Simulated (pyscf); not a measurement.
## O=Ru(=O)=O (SMILES [O]=[Ru](=[O])=[O]), singlet

Gas-phase minimum from PySCF at ωB97X-D3(BJ)/def2-SVP, one conformer. Other isomers of O=Ru(=O)=O [singlet] were not searched in full and may lie lower. 

```
Ru
O 1 1.6557
O 1 1.6558 2 119.99
O 1 1.6558 2 119.98 3 179.98
```
Charge 0, spin multiplicity 1.

Properties at ωB97X-D3(BJ)/def2-SVP:

```yaml
harmonic_wavenumbers_unscaled: 138, 318, 318, 1018, 1018, 1049 cm⁻¹
zero_point_energy: 5.5 kcal/mol
rotational_symmetry_number: 6
Entropy of this conformer at 298 K and 1 atm, rigid rotor and harmonic oscillator, modes under 100 cm⁻¹ raised to 100: 283.8 J/(mol K)
dipole_moment: 0.00 D
```

Single-point totals, which compare only within one level:

| level | total energy (hartree) |
|---|---|
| ωB97X-D3(BJ)/def2-TZVP | -320.64654 |
| PBE/def2-TZVP | -320.48859 |
| r²SCAN/def2-TZVP | -320.59840 |
| B3LYP-D3(BJ)/def2-TZVP | -320.66475 |
| PBE0-D3(BJ)/def2-TZVP | -320.36881 |
| M06-2X/def2-TZVP | -320.36233 |
| ωB97M-D3(BJ)/def2-TZVP | -320.61441 |

Elements past Kr carry the def2 core potentials, without spin-orbit coupling.
